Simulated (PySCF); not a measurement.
# Dipole response of Pt⁺ (platinum, charge +1)

[Xe] 4f14 5d9, 2D determinant. All numbers are calculated (PySCF 2.14, the spin-free X2C one-electron Hamiltonian (Gaussian nucleus), in x2c-TZVPPall with one added diffuse shell each of s, p, d, f type (12s8p8d4f1g, 113 functions)). Coupled (time-dependent) response in atomic units; α is the mean over directions.

```
method  mean α (bohr³)         α xx, yy, zz  C₆ (like pair)  S(−4)
   PBE           17.11  17.09, 17.09, 17.15           129.8  97.52
```

S(−4) is the Cauchy moment in α(ω) = α(0) + S(−4) ω² + …

Spin-orbit coupling is absent.

α(iu) at PBE:

| u (hartree) | α(iu) (bohr³) |
| --- | --- |
| 0 | 17.11 |
| 0.0500 | 16.87 |
| 0.100 | 16.22 |
| 0.200 | 14.27 |
| 0.300 | 12.27 |
| 0.500 | 9.206 |
| 0.750 | 6.785 |
| 1.00 | 5.237 |
| 1.50 | 3.420 |
| 2.00 | 2.417 |
| 3.00 | 1.388 |
| 5.00 | 0.6273 |

For an ion, C₆ is the dispersion term alone; charge-induced terms of lower order in 1/R come first.

The components differ because the open shell of this determinant is not spherical; for a pure term their mean is the scalar polarisability.

Spin-orbit coupling, absent here, splits the open shell strongly. ⟨S²⟩ = 0.98 against 0.75 shows spin contamination.
